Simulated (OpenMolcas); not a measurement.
# Sb3+: effect of the basis set

```yaml
Program: OpenMolcas 26.06
Method: "MS-CASPT2, IPEA 0.25 Eh, imaginary shift 0.1 Eh (closed shells correlated: 4d)"
Active_space: 2 electrons in 4 orbitals (5s 5p)
State_averaging: 2S+1 = 3 even, 3 roots; 2S+1 = 1 even, 7 roots; 2S+1 = 3 odd, 3 roots; 2S+1 = 1 odd, 3 roots
Spin-orbit_coupling: state interaction with AMFI integrals over the reference wave functions, term energies averaged over their components
```

A. ANO-RCC-VDZP [6s5p3d1f], DKH2, point nucleus; CASPT2 step of the order of 1.6 core-seconds
B. ANO-R1 [6s5p3d1f], X2C, finite nucleus; CASPT2 step roughly 1.3 core-seconds
C. ANO-R2 [7s6p4d2f1g], X2C, finite nucleus; CASPT2 step of the order of 2.6 core-seconds
D. ANO-RCC-VTZP [7s6p4d2f1g], DKH2, point nucleus; CASPT2 step of the order of 4 core-seconds
E. ANO-RCC-VQZP [8s7p5d3f2g], DKH2, point nucleus; CASPT2 step of the order of 6 core-seconds
F. ANO-R3 [8s7p5d3f2g1h], X2C, finite nucleus; CASPT2 step roughly 6 core-seconds

Energies in cm-1 above 5s2 1S0, the measured ground level; measured values from Moore, Atomic Energy Levels, vol. III, NSRDS-NBS 35 (1971 reprint of NBS Circular 467, 1958).

```
      Level       A       B       C       D       E       F  Measured
    5s2 1S0     0.0     0.0     0.0     0.0     0.0     0.0       0.0
5s 5p 3P* 0   63430   62460   64660   65250   65120   65280          
5s 5p 3P* 1   65520   64690   66630   67330   67050   67240     66700
5s 5p 3P* 2   70760   70290   71520   72510   71830   72110     72560
5s 5p 1P* 1   94690   94910   94510   95330   94600   94680     95952
    5p2 3P0  150350  147680  151890  153670  153000  153240    152076
    5p2 3P1  154100  151680  155380  157450  156460  156780    156388
    5p2 1S0  183530  181740  182500  183970  182360  182820
```

Deviations, from unrounded energies. A percentage is the sum of absolute deviations over the sum of measured energies, with the sign that they share, or ± where signs differ.

| Against measurement | Levels | A | B | C | D | E | F |
| --- | --- | --- | --- | --- | --- | --- | --- |
| mean absolute deviation (cm-1) | 5 | 1700 | 2900 | 750 | 790 | 690 | 760 |
| other configurations (%) | 5 | -1.5 | -2.7 | -0.7 | ±0.7 | ±0.6 | ±0.7 |

E lies closest to measurement on these levels and B furthest from it. The largest miss of E in the table is 5s 5p 1P* 1, by -1400 cm-1. The ranking rests on the paired levels alone, and a cruder setting can come out closer through cancelling errors.

Among A to F the level of the table that moves most is 5p2 3P0, by 6000 cm-1 (lowest in B, highest in D). Moves below CASPT2's spread within the term are not significant.

Over all roots computed the reference weight is 0.89 to 0.94 in C, 0.89 to 0.95 in D, 0.89 to 0.95 in E, 0.89 to 0.94 in F; the roots of lowest weight are the least certain, and an intruder state may touch them. The ¹D term of p² mixes with s d, which this space lacks. The basis is small and was not contracted for so high a charge (holds for A; B). Computed and measured levels are paired by configuration, term and J; levels that our copy of the source lacks, or whose pairing is in doubt (as where it misses far off the trend of its configuration), stay unpaired and out of the deviations. Only configurations of the active space appear. Levels that lie high or do not pair safely by name in every column are left out.

* marks odd parity.
